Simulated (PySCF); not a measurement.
Species: C₇H₄F (doublet state).
Atom-mapped SMILES: `[CH:1]#[C:2][C:3]1=[C:4]([F:5])[CH:6][CH:7]=[CH:8]1` (hydrogens: H9 on C1; H10 on C6; H11 on C7; H12 on C8)

The calculation used PySCF, UKS B3LYP, pcH-1 on C F H, non-relativistic, mean-field spin-orbit, GIAO. Isolated species at its GFN2-xTB geometry, gas phase. The geometry wasn't refined by DFT: couplings that depend on bond lengths, twists or pyramidal angles can differ widely from those at the functional's own minimum. The SCF solution wasn't tested for stability. ⟨S²⟩ is 0.777 where a pure state has 0.75.

Match the computed a_iso(13C) values +40.3, -36.3, -32.4, +27.8, -24.7, +23.9, +11.1 MHz with the sites C1; C2; C3; C4; C6; C7; C8.

```csv
site,a_iso (MHz),ρ(0) (bohr⁻³),position,distance from C7 (Å),spin population,largest |T| (MHz)
C1,+23.9,+0.0212,a main spin site,4.81,+0.30,43.4
C2,-36.3,-0.0323,1 bond from C1,3.61,-0.14,12.5
C3,+27.8,+0.0247,a main spin site,2.25,+0.38,63.8
C4,+11.1,+0.0098,1 bond from C3,2.24,+0.22,44.7
C6,-24.7,-0.0219,1 bond from C7,1.43,-0.10,9.9
C7,+40.3,+0.0358,largest spin population,0.00,+0.50,77.6
C8,-32.4,-0.0288,1 bond from C7,1.39,-0.17,18.9
```

Match the computed a_iso(1H) values -32.9, -22.9, +6.7, +3.0 MHz with the sites H9; H10; H11; H12.

```csv
site,a_iso (MHz),ρ(0) (bohr⁻³),position,distance from C7 (Å),bound to,spin population there,largest |T| (MHz)
H9,-22.9,-0.0051,1 bond from C1,5.85,C1,+0.30,12.4
H10,+3.0,+0.0007,"2 bonds from C7, on C6 of spin population -0.10",2.24,C6,-0.10,3.2
H11,-32.9,-0.0074,1 bond from C7,1.07,C7,+0.50,20.4
H12,+6.7,+0.0015,"2 bonds from C3, on C8 of spin population -0.17",2.20,C8,-0.17,3.7
```

ρ(0) is the spin density at the nucleus and T the dipolar tensor. The Mulliken spin populations are largest on C7 (+0.50), C3 (+0.38), C1 (+0.30) and C4 (+0.22). Four atoms exceed +0.15. The positive populations add up to 1.44 and the negative ones to -0.44, together 2S = 1. The angles at C7 add up to 360.0°, so it is planar. Main spin sites, with 60 % or more of the largest population: C1, C3, C7; positions count bonds from the nearest.

The spin density at the nucleus, in bohr⁻³, is negative for C2 (-0.0323), C8 (-0.0288) and C6 (-0.0219), for instance. A restricted open-shell determinant has no negative spin density anywhere; here it arises because α and β orbitals differ (spin polarisation).

The SMILES `C#CC1=C(F)[CH]C=C1` draws the unpaired electron on C6, whose computed spin population is only -0.10.

On an Arm Neoverse V1 with one thread (shared host), this took 46 s wall (grids of density and orbitals included) and 0.86 GiB of memory at its peak.
